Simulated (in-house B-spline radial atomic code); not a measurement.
Response and correlation along the 18-electron series, closed shell [Ne] 3s2 3p6; the second-order energy is extrapolated in partial waves. Computed with a B-spline radial code for spherical atoms: relativistic RPA and second-order many-body perturbation theory on Dirac-Hartree-Fock.

```tsv
ion	Z	dipole polarisability (bohr³)	quadrupole polarisability (bohr⁵)	ratio of RPA to uncoupled dipole	second order correlation energy (Eh)	C6 of two such ions (Eh bohr⁶)
Zr22+	40	0.056448	0.0072637	0.91976	-0.9679	0.016724
Nb23+	41	?	?	?	?	?
Mo24+	42	0.045367	0.0049796	0.92231	-0.98278	0.011698
Tc25+	43	?	?	?	?	?
Ru26+	44	0.036929	0.0034894	0.92492	-0.99687	0.0083578
Rh27+	45	0.033461	0.0029424	0.92624	-1.0037	0.0071151
Pd28+	46	0.030396	0.0024923	0.92756	-1.0103	0.0060837
Ag29+	47	0.027678	0.0021199	0.92888	-1.0167	0.005223
Cd30+	48	0.025261	0.0018102	0.9302	-1.0231	0.0045015
```

**Question.** Fill in the row of Nb23+.

**Answer.** dipole polarisability (bohr³): 0.050518; quadrupole polarisability (bohr⁵): 0.0059965; ratio of RPA to uncoupled dipole: 0.92103; second order correlation energy (Eh): -0.97542; C6 of two such ions (Eh bohr⁶): 0.013947.

**Question.** Fill in the row of Tc25+.

**Answer.** dipole polarisability (bohr³): 0.040871; quadrupole polarisability (bohr⁵): 0.0041578; ratio of RPA to uncoupled dipole: 0.92361; second order correlation energy (Eh): -0.98991; C6 of two such ions (Eh bohr⁶): 0.0098633.

**Question.** How fast does the dipole polarisability fall along the series?

**Answer.** From 0.05645 to 0.02526 bohr³; a fit of its logarithm against log Z from Z = 40 to 48 has slope -4.41.
